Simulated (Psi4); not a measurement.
HAl (SMILES [AlH]), singlet, geometry from GFN2-xTB (such geometries of metal compounds can be far from the true shape); SVWN/6-31G** run with Psi4.

Input for Psi4:
```
memory 2 GB

molecule mol {
0 1
Al   -0.000000   -0.000000   -0.115220
H     0.000000    0.000000    1.497855
}

set {
  basis 6-31g**
  reference rks
  scf_type dfdirj+cosx
}

energy('svwn')
print_variables()
```

Write the output that Psi4 gives for this input, abridged.


```
   => Loading Basis Set <=

    Name: 6-31G**
    Role: ORBITAL
    Keyword: BASIS

         ---------------------------------------------------------
                                   SCF
               by Justin Turney, Rob Parrish, Andy Simmonett
                          and Daniel G. A. Smith
                              RKS Reference
         ---------------------------------------------------------

  ==> Geometry <==

    Molecular point group: c2v
    Full point group: C_inf_v

    Geometry (in Angstrom), charge = 0, multiplicity = 1:

       Center              X                  Y                   Z               Mass
    ------------   -----------------  -----------------  -----------------  -----------------
         AL           0.000000000000     0.000000000000    -0.058082684169    26.981538530000
         H            0.000000000000     0.000000000000     1.554992315831     1.007825032230

  Running in c2v symmetry.

  Rotational constants: A = ************  B =      6.66851  C =      6.66851 [cm^-1]
  Rotational constants: A = ************  B = 199916.78113  C = 199916.78113 [MHz]
  Nuclear repulsion =    4.264714125945788

  Charge       = 0
  Multiplicity = 1
  Electrons    = 14
  Nalpha       = 7
  Nbeta        = 7

  ==> Algorithm <==

  SCF Algorithm Type is DFDIRJ+COSX.
  DIIS enabled.
  MOM disabled.
  Fractional occupation disabled.
  Guess Type is SAD.
  Energy threshold   = 1.00e-06
  Density threshold  = 1.00e-06
  Integral threshold = 1.00e-12

  ==> Primary Basis <==

  Basis Set: 6-31G**
    Blend: 6-31G**
    Number of shells: 11
    Number of basis functions: 24
    Number of Cartesian functions: 24
    Spherical Harmonics?: false
    Max angular momentum: 2

  ==> DFT Potential <==

   => LibXC <=

    Version 7.1.2
    S. Lehtola, C. Steigemann, M. J. T. Oliveira, and M. A. L. Marques,  SoftwareX 7, 1–5 (2018) (10.1016/j.softx.2017.11.002)

   => Composite Functional: SVWN <=

    Slater exchange
    Vosko, Wilk & Nusair (VWN5_RPA)
    P. A. M. Dirac,  Math. Proc. Cambridge Philos. Soc. 26, 376 (1930) (10.1017/S0305004100016108)
    F. Bloch,  Z. Phys. 57, 545 (1929) (10.1007/BF01340281)
    S. H. Vosko, L. Wilk, and M. Nusair,  Can. J. Phys. 58, 1200 (1980) (10.1139/p80-159)

    Deriv               =              1
    GGA                 =          FALSE
    Meta                =          FALSE

    Exchange Hybrid     =          FALSE
    MP2 Hybrid          =          FALSE

   => Exchange Functionals <=

    1.0000         XC_LDA_X

   => Correlation Functionals <=

    1.0000   XC_LDA_C_VWN_RPA

   => LibXC Density Thresholds  <==

    XC_LDA_C_VWN_RPA:  1.00E-15
    XC_LDA_X:  1.00E-15

   => Molecular Quadrature <=

    Radial Scheme          =       TREUTLER
    Pruning Scheme         =           NONE
    Nuclear Scheme         =       TREUTLER

    Blocking Scheme        =         OCTREE
    BS radius alpha        =              1
    Pruning alpha          =              1
    Radial Points          =             75
    Spherical Points       =            302
    Total Points           =          43445
    Total Blocks           =            401
    Max Points             =            252
    Max Functions          =             24
    Weights Tolerance      =       1.00E-15

   => Loading Basis Set <=

    Name: (6-31G** AUX)
    Role: JKFIT
    Keyword: DF_BASIS_SCF

  ==> Integral Setup <==

  INFO: A K algorithm (COSX) was specified in SCF_TYPE, but the current method does not use a K matrix!
  Thus, the specified K algorithm will be unused.

  ==> CompositeJK: Mix-and-Match J+K Algorithm Combos <==

    J tasked:                  Yes
    J algorithm:           DF-DirJ
    K tasked:                   No
    wK tasked:                  No
    Integrals threads:           1
    Incremental Fock:           No
    Screening Type:           CSAM

  ==> DF-DirJ: Integral-Direct Density-Fitted J <==

    J Screening Cutoff:      1E-12

  Minimum eigenvalue in the overlap matrix is 1.0698061182E-02.
  Reciprocal condition number of the overlap matrix is 2.6778126473E-03.
    Using symmetric orthogonalization.

  ==> Pre-Iterations <==

  SCF Guess: Superposition of Atomic Densities via on-the-fly atomic UHF (no occupation information).

   -------------------------
    Irrep   Nso     Nmo
   -------------------------
     A1        13      13
     A2         1       1
     B1         5       5
     B2         5       5
   -------------------------
    Total      24      24
   -------------------------

  ==> Iterations <==

                        Total Energy        Delta E     RMS |[F,P]|

   @RKS iter SAD:  -241.85725913435087   -2.41857e+02   0.00000e+00
   @RKS iter   1:  -242.14052799204708   -2.83269e-01   1.05960e-02 DIIS/ADIIS
   @RKS iter   2:  -242.15721003047000   -1.66820e-02   5.81650e-03 DIIS/ADIIS
   @RKS iter   3:  -242.16532072385104   -8.11069e-03   1.22108e-03 DIIS/ADIIS
   @RKS iter   4:  -242.16579603541129   -4.75312e-04   1.41502e-04 DIIS/ADIIS
   @RKS iter   5:  -242.16579999385482   -3.95844e-06   1.69369e-05 DIIS
   @RKS iter   6:  -242.16580005923720   -6.53824e-08   1.33750e-06 DIIS
   @RKS iter   7:  -242.16580005971986   -4.82657e-10   9.96648e-08 DIIS
  Energy and wave function converged with early screening.
  Continuing SCF iterations with tighter screening.

   @RKS iter   8:  -242.16580005972139   -1.53477e-12   1.06860e-08 DIIS
  Energy and wave function converged.

  ==> Post-Iterations <==

   Electrons on quadrature grid:
      Ntotal   =   14.0000005136 ; deviation = 5.136e-07

    Orbital Energies [Eh]
    ---------------------

    Doubly Occupied:

[...]
       5A1    -0.193736

    Virtual:

[...]
    Final Occupation by Irrep:
             A1    A2    B1    B2
    DOCC [     5,    0,    1,    1 ]
    NA   [     5,    0,    1,    1 ]
    NB   [     5,    0,    1,    1 ]

  @RKS Final Energy:  -242.16580005972139

   => Energetics <=

    Nuclear Repulsion Energy =              4.2647141259457877
    One-Electron Energy =                -345.8114961351082002
    Two-Electron Energy =                 117.5152713446356216
    DFT Exchange-Correlation Energy =     -18.1342893951945783
    Empirical Dispersion Energy =           0.0000000000000000
    VV10 Nonlocal Energy =                  0.0000000000000000
    Total Energy =                       -242.1658000597213913

Computation Completed

Properties will be evaluated at   0.000000,   0.000000,   0.000000 [a0]

Properties computed using the SCF density matrix

 Multipole Moments:

 ------------------------------------------------------------------------------------
     Multipole            Electronic (a.u.)      Nuclear  (a.u.)        Total (a.u.)
 ------------------------------------------------------------------------------------

 L = 1.  Multiply by 2.5417464519 to convert [e a0] to [Debye]
 Dipole X            :          0.0000000            0.0000000            0.0000000
 Dipole Y            :          0.0000000            0.0000000            0.0000000
 Dipole Z            :         -1.3233053            1.5116248            0.1883195
 Magnitude           :                                                    0.1883195

 ------------------------------------------------------------------------------------

  Variable Map:
  ----------------------------------------------------------------------------
[...]
  Array Variable Map:
  ----------------------------------------------------------------------------
[...]
[...]
```
